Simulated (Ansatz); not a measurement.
`N[SiH2]N[SiH](N)Cl` + `N[SiH](F)S` → `N[Si@H](F)S[Si@@H](N)Cl` + `N[SiH2]N`  (ligand exchange at the Si–N bond)

Gas-phase electronic energies from Ansatz, PBE0-D4/def2-TZVP geometries. CBS: MP2 limit from def2 TZ/QZ plus the TZ coupled-cluster correction, frozen cores. This one scheme is used for every species. DFT in def2-TZVPP. Each species was taken in one conformer, which may not be the lowest.

```json
{"level": "PBE-D4", "ΔE (kJ/mol)": "10.0", "difference from CCSD(T)/CBS": "-7.4"}
{"level": "r2SCAN-D4", "ΔE (kJ/mol)": "14.2", "difference from CCSD(T)/CBS": "-3.2"}
{"level": "PBE0-D4", "ΔE (kJ/mol)": "11.4", "difference from CCSD(T)/CBS": "-6.0"}
{"level": "ωB97X-V", "ΔE (kJ/mol)": "17.7", "difference from CCSD(T)/CBS": "0.3"}
{"level": "ωB97M-V", "ΔE (kJ/mol)": "17.9", "difference from CCSD(T)/CBS": "0.5"}
{"level": "B2PLYP", "ΔE (kJ/mol)": "20.6", "difference from CCSD(T)/CBS": "3.2"}
{"level": "PBE", "ΔE (kJ/mol)": "11.8", "difference from CCSD(T)/CBS": "-5.6"}
{"level": "r2SCAN", "ΔE (kJ/mol)": "14.6", "difference from CCSD(T)/CBS": "-2.8"}
{"level": "PBE0", "ΔE (kJ/mol)": "13.2", "difference from CCSD(T)/CBS": "-4.2"}
{"level": "HF/def2-TZVPP", "ΔE (kJ/mol)": "25.2", "difference from CCSD(T)/CBS": "7.8"}
{"level": "MP2/def2-TZVPP", "ΔE (kJ/mol)": "17.8", "difference from CCSD(T)/CBS": "0.4"}
{"level": "CCSD(T)/def2-TZVPP", "ΔE (kJ/mol)": "22.5", "difference from CCSD(T)/CBS": "5.1"}
{"level": "HF/def2-QZVPP", "ΔE (kJ/mol)": "25.6", "difference from CCSD(T)/CBS": "8.2"}
{"level": "HF/CBS(def2)", "ΔE (kJ/mol)": "25.7", "difference from CCSD(T)/CBS": "8.3"}
{"level": "MP2/CBS(def2)", "ΔE (kJ/mol)": "12.6", "difference from CCSD(T)/CBS": "-4.8"}
{"level": "CCSD/CBS(def2)", "ΔE (kJ/mol)": "18.8", "difference from CCSD(T)/CBS": "1.4"}
{"level": "CCSD(T)/CBS", "ΔE (kJ/mol)": "17.4", "difference from CCSD(T)/CBS": "0"}
```

Largest T1 diagnostic among the species: 0.011.

The D4 term adds −3.2 kJ/mol with B3LYP and −1.7 kJ/mol with PBE0; it sums over pairs of atoms, weighted by their polarisabilities, and B3LYP, whose exchange is more repulsive, gets the larger term.

B3LYP here is the variant with VWN-RPA as its local correlation; programs differ in this.
